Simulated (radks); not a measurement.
Task: Species: Tl3.75+. Configuration: [Xe] 4f14 5d(up 4.75, down 4.5) (fractional occupations, a model configuration). All-electron calculation, scalar-relativistic Kohn-Sham, BLYP, spin-polarised, spherical densities, point nucleus. Program: a radial shooting solver on a logarithmic mesh with Libxc functionals. Some entries of the table are withheld. Estimate them.

| orbital | occ. | eigenvalue (hartree) | <1/r> (bohr^-1) | r(max) (bohr) |
|---|---|---|---|---|
| 1s down | 1 | -3149.021 | 99.54 | 0.01003 |
| 1s up | 1 | -3149.021 | 99.54 | 0.01003 |
| 2s up | 1 | -561.9482 | 23.36 | 0.05812 |
| 2s down | 1 | -561.9474 | 23.36 | 0.05812 |
| 2p up | 3 | -483.4596 | 20.60 | 0.04832 |
| 2p down | 3 | -483.4588 | 20.60 | 0.04832 |
| 3s up | 1 | -135.3010 | 8.656 | 0.1639 |
| 3s down | 1 | -135.3007 | 8.656 | 0.1639 |
| 3p up | 3 | -112.7182 | 7.850 | 0.1638 |
| 3p down | 3 | -112.7178 | 7.850 | 0.1638 |
| 3d up | 5 | -89.34623 | 7.374 | 0.1334 |
| 3d down | 5 | -89.34558 | 7.374 | 0.1334 |
| 4s up | 1 | -31.38769 | 3.722 | 0.3688 |
| 4s down | 1 | -31.38681 | 3.722 | 0.3688 |
| 4p up | 3 | -23.98692 | 3.349 | 0.3889 |
| 4p down | 3 | -23.98610 | 3.349 | 0.3889 |
| 4d up | 5 | -15.32114 | 3.008 | 0.3954 |
| 4d down | 5 | -15.32019 | 3.008 | 0.3954 |
| 5s up | 1 | -6.34704 | (1) | 0.8069 |
| 5s down | 1 | -6.34175 | (2) | 0.8068 |
| 4f up | 7 | -5.73099 | (3) | 0.3578 |
| 4f down | 7 | -5.72975 | (4) | 0.3578 |
| 5p up | 3 | -4.31744 | 1.330 | 0.9029 |
| 5p down | 3 | -4.31113 | 1.330 | 0.9026 |
| 5d up | 4.75 | -2.03964 | 0.9940 | (5) |
| 5d down | 4.5 | -2.03296 | 0.9937 | (6) |

Result: 
(1) 5s up <1/r> (bohr^-1): 1.555
(2) 5s down <1/r> (bohr^-1): 1.556
(3) 4f up <1/r> (bohr^-1): 2.606
(4) 4f down <1/r> (bohr^-1): 2.606
(5) 5d up r(max) (bohr): 1.101
(6) 5d down r(max) (bohr): 1.101
